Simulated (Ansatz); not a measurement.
`[NH2][Mg][O][SiH3]` + NH₃ → `[NH2][Mg][NH2]` + `O[SiH3]`  (ligand exchange at a Mg–O bond)

Gas-phase electronic energies from Ansatz, PBE0-D4/def2-TZVP geometries. CCSD(T)/CBS adds triple-zeta CCSD(T) − MP2 to the extrapolated MP2 energy (def2 sets, frozen cores). This one scheme is used for every species. For Mg outer-core shells are correlated without core-valence functions, which leaves a few kJ/mol of doubt a bond. Each species was taken in one conformer, which may not be the lowest.

| level | ΔE (kcal/mol) |
| --- | --- |
| HF/def2-SVP | 28.7 |
| CCSD/def2-SVP | 27.6 |

What does CCSD(T)/CBS give? (Estimate.)

Ansatz gave: +25.0 kcal/mol. The listed levels differ from it by 3.7, 2.6 kcal/mol.

Largest T1 diagnostic among the species: 0.011.

From PBE to PBE0 (25 % exact exchange), in def2-TZVPP and without D4, ΔE moves by +1.0 kcal/mol. At CCSD(T), def2-SVP lies +2.3 kcal/mol from the extrapolated value and def2-TZVPP −0.8 kcal/mol.
